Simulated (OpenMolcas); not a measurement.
Ti2+ with 6 ligands (bromide) in octahedral coordination (Oh). A charge of +0.667 e stands 2.6 Å behind each ligand. Ligand basis ANO-RCC-VDZP.

```
Program             : OpenMolcas
Method              : CASSCF
Basis               : ANO-RCC-VTZP [6s5p3d2f1g]
Scalar Hamiltonian  : DKH2, point nucleus
Active space        : 2 electrons in 5 orbitals (3d)
State averaging     : 2S+1 = 3 even, 10 roots; 2S+1 = 1 even, 15 roots
Spin-orbit coupling : state interaction with AMFI integrals over the reference wave functions
```

All ligands move together. At R = 2.74 Å |10Dq| is 5296 cm-1, and at R = 2.77 Å it is 4951 cm-1.

Q: A third run gives 4043 cm-1. What distance was it run at?

A: With a power law R^-n the two known points give n = -ln(4951 / 5296) / ln(2.77 / 2.74) = 6.19. Then R = 2.74 × (5296 / 4043)^(1/6.19) = 2.862 Å. The run was at 2.86 Å, so the estimate is off by +0.002 Å.

An orbital triplet at a regular site is open to Jahn-Teller coupling, which can distort the site and quench the lowest spin-orbit gaps and is left out. Without dynamic correlation the repulsion within the d shell is too large (B by tens of per cent), so at a given field states of lower spin stand too high. Ligand-to-metal charge-transfer states are missing. With no ligand orbital active B as a rule stays too high, so bands that hang on it stand too high and its fall with covalency is understated. With metal d orbitals alone and no dynamic correlation the field as a rule comes out too small, by tens of per cent, by up to half for chloride and softer ligands. No measured value stands beside these numbers; the geometry was imposed, not optimised, and the real ion may take another.
